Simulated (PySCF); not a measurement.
A calculated (BP86, PySCF 2.14, jorge-DZP-DKH, the spin-free X2C one-electron Hamiltonian (Gaussian nucleus)) atom or ion has these occupied shells.

```
shell  electrons  orbital energy (eV)  rms radius, mean of both spins (bohr)
 1s α          1              -534.34                                  0.231
 1s β          1              -532.29                                  0.231
 2s α          1              -41.677                                   1.21
 2s β          1              -36.003                                   1.21
 2p α          3              -26.484                                   1.22
```

(1) Name the element and its charge.

Results:

(1) O+ (oxygen, charge +1), in [He] 2s2 2p3, high-spin 4S determinant.
